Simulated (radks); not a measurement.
Q: These are the eigenvalues of the occupied orbitals of an atom or ion with whole-number occupations (eV). Calculated with a radial shooting solver on a logarithmic mesh with Libxc functionals: Dirac Kohn-Sham, LDA (Slater exchange, Perdew-Wang correlation), spin-unpolarised, spherical densities, finite nucleus; Fermi nuclear charge, rms radius of each element as measured or else 0.836 A^(1/3) + 0.57 fm.

1s1/2: -71517.36
2s1/2: -12430.17
2p1/2: -11902.70
2p3/2: -10464.66
3s1/2: -2911.348
3p1/2: -2674.649
3p3/2: -2362.434
3d3/2: -1962.290
3d5/2: -1894.451
4s1/2: -642.0045
4p1/2: -543.1508
4p3/2: -470.0689
4d3/2: -307.1622
4d5/2: -293.6551
5s1/2: -129.1954
5p1/2: -98.8440
4f5/2: -88.2883
5p3/2: -87.3748
4f7/2: -85.7654
5d3/2: -46.6425

Which element is it, and in what charge state? The configuration may be excited. Open shells, if any, fill j = l - 1/2 first.

A: Z = 75, rhenium, charge +4: Re4+ in [Xe] 4f14 5d3. The list shows which subshells hold electrons but not how many an open one holds; the 1s level, -2628.2 hartree, gives Z - s = 72.5 by -(Z - s)^2/2, which with screening and relativity narrows Z to a few neighbours, and the depths of the outer levels then fix element, charge and occupations together.
